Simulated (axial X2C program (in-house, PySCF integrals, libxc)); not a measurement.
**Spin–orbit effects down a group: molecules with Sr (ions), CCSD**

All values come from calculations with an axial X2C code built on PySCF integrals, spin-free (one-electron X2C) or two-component (2c: spin–orbit coupling with atomic mean-field Coulomb and Gaunt terms, which also bring small scalar terms), in Dyall basis sets with cores contracted in-house; open shells are unrestricted.

Basis sets: Br dyall-acv3z, Cl dyall-av3z, F dyall-av3z, I dyall-acv3z, Sr dyall-acv3z. Frozen shells (counts by l): SrF⁻ Sr 4s3p1d, F 1s, 10 electrons correlated; SrCl⁻ Sr 4s3p1d, Cl 2s1p, 10 electrons correlated; SrBr⁻ Sr 4s3p1d, Br 3s2p1d, 10 electrons correlated; SrI⁻ I 4s3p2d, Sr 4s3p1d, 10 electrons correlated. Coupled cluster in natural virtuals with an MP2 remainder. Where the outer core of a metal is frozen, bonds come out longer and ionisation energies lower.

```tsv
molecule	spin-free state	Re (Å)	ωe (cm⁻¹)	De (eV)	2c state	Re 2c (Å)	ωe 2c (cm⁻¹)	De 2c (eV)
SrF⁻	M_S = 0, Λ = 0	2.180	419.8	3.16	Ω = 0	2.180	419.7	3.16
SrCl⁻	M_S = 0, Λ = 0	2.751	230.8	1.91	Ω = 0	2.751	230.6	1.90
SrBr⁻	?	?	?	?	?	?	?	?
SrI⁻	M_S = 0, Λ = 0	3.227	120.4	1.29	Ω = 0	3.229	120.0	1.28
```

(1) Estimate the 2c Re and ωe of SrBr⁻ as the mean of its neighbours in the table.

Fragments in 2c: Sr + F-, Sr + Cl-, Sr + Br-, I- + Sr. Each entry is the lowest single determinant of a limited PBE0 search at one distance. De goes to single-determinant-based atoms at the same level (for ions the charge split of lowest energy) and is withheld (n/a) where an atom does not fit its ground term or J level. Main or longest-lived isotopes.

## Answers

(1) Re ≈ 2.990 Å, ωe ≈ 175.3 cm⁻¹. The CCSD runs give the row below, so the estimate misses by 0.051 Å and 15.9 cm⁻¹.

```tsv
molecule	spin-free state	Re (Å)	ωe (cm⁻¹)	De (eV)	2c state	Re 2c (Å)	ωe 2c (cm⁻¹)	De 2c (eV)
SrBr⁻	M_S = 0, Λ = 0	2.938	159.6	1.63	Ω = 0	2.939	159.4	1.62
```
